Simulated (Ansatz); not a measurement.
`[Cl][Ti]([Cl])([Cl])[Br]` + CH₃OH → `C[O][Ti]([Cl])([Cl])[Cl]` + HBr at 500 K and 1 bar (ligand exchange at a Ti–Br bond).

Computed with Ansatz on PBE0-D4/def2-TZVP structures; ΔE is electronic, products minus reactants. CBS: MP2 limit from def2 TZ/QZ plus the TZ coupled-cluster correction, frozen cores. This one scheme is used for every species. For Br, Ti outer-core shells are correlated without core-valence functions, which leaves a few kJ/mol of doubt a bond. Scalar relativity is left out up to krypton. One conformer a species, not always the lowest.

| species | CCSD(T)/CBS energy (Eh) | H − E (kJ/mol) | S (J/(mol·K)) |
| --- | --- | --- | --- |
| `[Cl][Ti]([Cl])([Cl])[Br]` | -4801.83441 | 56.6 | 427.9 |
| CH₃OH | -115.61712 | 157.0 | 265.4 |
| `C[O][Ti]([Cl])([Cl])[Cl]` | -2343.53403 | 175.5 | 489.1 |
| HBr | -2573.91920 | 30.5 | 213.7 |

H − E and S are ideal-gas, rigid-rotor, harmonic terms from PBE0-D4/def2-TZVP, for one conformer and one mirror image of each species. 1 Eh = 2625.50 kJ/mol, R = 8.31446 J/(mol·K).

Problem. By hand: ΔE, ΔH, ΔS and ΔG.

Solution. ΔE = (-2343.53403) + (-2573.91920) − (-4801.83441) − (-115.61712) = -0.00170 Eh = -4.5 kJ/mol. Δ(H − E) = 175.5 + 30.5 − 56.6 − 157.0 = -7.6, so ΔH = -12.1 kJ/mol. ΔS = 489.1 + 213.7 − 427.9 − 265.4 = 9.5 J/(mol·K). ΔG = -12.1 − 500 × (9.5)/1000 = -16.9 kJ/mol.

Problem. By hand: the equilibrium constant, and the temperature at which ΔG would vanish if ΔH and ΔS stayed fixed.

Solution. log₁₀ K = −ΔG/(RT ln 10) = 1.8. ΔH and −TΔS have one sign here, so there is no such temperature.

TΔS isn't small against ΔH here. A doubt of 5 kJ/mol in ΔE shifts log₁₀ K by 0.5 here. Other conformers and mirror images would add mixing entropy, several J/(mol·K) or more a flexible species. Modes under 60 cm⁻¹, often nearly free rotors, make the harmonic entropy too high. These are equilibria of isolated gas molecules and say nothing of rates. Largest T1 diagnostic: 0.024 (customary marks: 0.02 for closed shells, 0.045 for open ones).

ΔS is within the doubt of such terms, so its sign, and with it that verdict, could turn.
